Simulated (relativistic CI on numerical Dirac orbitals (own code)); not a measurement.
# Pt⁺: O2,3 absorption edge

Computed with this model: Dirac-Coulomb-Breit CI, separate exchange-only KLI orbitals for each configuration, QED by a radiative potential, valence Slater integrals scaled by 0.8, multiplet model of core-to-valence dipole absorption; configurations [Xe] 4f14 5d9 → [Kr] 4d10 4f14 5s2 5p5 5d10; 80 K; Lorentzian 0.6 eV and Gaussian 0.3 eV FWHM. Energies are those of the free ion, without screening or charge transfer. The branching ratio is the share of the lower-energy edge in the whole absorption, uncertain by about 0.02 where the edges overlap. S is read from ⟨S²⟩ = S(S + 1).

Field parameters in Wybourne normalisation: Oh B⁴₀ = 21Dq, B⁴₄ = √(5/14) B⁴₀. The field is a parameter set, without covalency.

free ion: ground-state S = 0.50, centroid 52.18 eV. Peaks (eV, height): 52.2 (100).

Oh, 10Dq = 4050 cm⁻¹: ground-state S = 0.50, centroid 52.65 eV. Peaks (eV, height): 52.3 (100).

Oh, 10Dq = 9100 cm⁻¹: ground-state S = 0.50, centroid 53.67 eV. Peaks (eV, height): 52.6 (100), 67.3 (8).

Oh, 10Dq = 14200 cm⁻¹: ground-state S = 0.50, centroid 54.62 eV. Peaks (eV, height): 52.9 (100), 67.6 (13).

Oh, 10Dq = 19250 cm⁻¹: ground-state S = 0.50, centroid 55.41 eV. Peaks (eV, height): 53.3 (100), 68.0 (17).

Oh, 10Dq = 24350 cm⁻¹: ground-state S = 0.50, centroid 56.09 eV. Peaks (eV, height): 53.6 (100), 68.3 (20).

Strongest unbroadened transitions for Oh, 10Dq = 14200 cm⁻¹:

```json
{"Energy (eV)": "52.92", "Relative strength": "100.0"}
{"Energy (eV)": "67.64", "Relative strength": "13.0"}
```
